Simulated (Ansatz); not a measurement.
SiNH4Cl3, closed shell: at the end structure of a reaction step.

Input (in.yaml):

```yaml
crystal:
  periodic: [false, false, false]
  atoms:
    - {symbol: Si, position_ang: [0.043507, 1.122056, -0.112197]}
    - {symbol: H, position_ang: [-1.664650, -2.690987, -0.004842]}
    - {symbol: Cl, position_ang: [-0.797492, 0.912897, -1.948376]}
    - {symbol: Cl, position_ang: [-1.373988, 1.263679, 1.334597]}
    - {symbol: Cl, position_ang: [1.067152, 2.888952, -0.121297]}
    - {symbol: H, position_ang: [-1.125271, -2.174928, 0.034766]}
    - {symbol: N, position_ang: [0.973025, -0.249166, 0.197518]}
    - {symbol: H, position_ang: [1.294820, -0.448475, 1.130888]}
    - {symbol: H, position_ang: [1.582999, -0.623930, -0.510958]}
basis:
  gaussian: {orbitals: def2-TZVPP}
hamiltonian: {xc: {name: wB97X-V}}
```

Command:

```bash
ansatz run in.yaml --threads 8 --pin off --events-out ev --progress --plain --max-ram 19148MiB
```

Output of Ansatz 0.2.0:

```
Functional definition: wB97X-V
  name "wB97X-V"
  cite "Mardirossian & Head-Gordon, Phys. Chem. Chem. Phys. 16, 9904 (2014) doi:10.1039/C3CP54374A"
  cite "Becke, J. Chem. Phys. 107, 8554 (1997) doi:10.1063/1.475007"
  cite "Vydrov & Van Voorhis, J. Chem. Phys. 133, 244103 (2010) doi:10.1063/1.3521275"
  parameter omega = 0.3/bohr
  parameter cx = 0.167
  parameter cx1 = 0.603
  parameter cx2 = 1.194
  parameter css0 = 0.556
  parameter css1 = -0.257
  parameter cos0 = 1.219
  parameter cos1 = -1.850
  parameter b = 6.0
  parameter c = 0.01
  exchange = spin_sum(e_x_unif_sr(omega)*poly(b97_u_x, 1 - cx, cx1, cx2)) + cx*exact_x_sr(omega) + exact_x_lr(omega)
  correlation = spin_sum(e_c_pw_same_spin*poly(b97_u_same, css0, css1))
      + integral(e_c_pw_opposite_spin*poly(b97_u_opposite, cos0, cos1)) + vv10(b, c)
1612 factors; their error is unknown
288 factors; integrals over basis functions are off by at most 2.4e-5 eV
mean field evaluation 1: about -46996.1860 eV, gradient 4.8e1 eV
mean field evaluation 2: about -46996.9252 eV, gradient 4.3e1 eV
mean field evaluation 4: about -47000.3759 eV, gradient 1.2e0 eV
mean field evaluation 8: about -47000.3842 eV, gradient 2.3e-2 eV
mean field evaluation 16: about -47000.4465 eV, gradient 6.1e-5 eV
mean field -47000.44649626 eV, -1727.2345506906 hartree, gradient 6.1e-5 eV, S^2 0.000000; 0 other end points of the search recorded, 0 dependent functions left out
reference -47000.44649423 eV, -1727.2345506161 hartree; 38, 38 occupied and 217, 217 virtual orbitals, 1612 factors
Total energy: -47000.44649423 eV, -1727.2345506161 hartree
```

The lines “mean field evaluation” count trial sets of orbitals through the whole run, from several starts and some on an approximate energy, so they need not fall steadily or lie above the final value.

The run took 8.5 s on 8 CPU threads of an Intel Xeon (shared host), with 0.8 GiB of host memory at its peak.
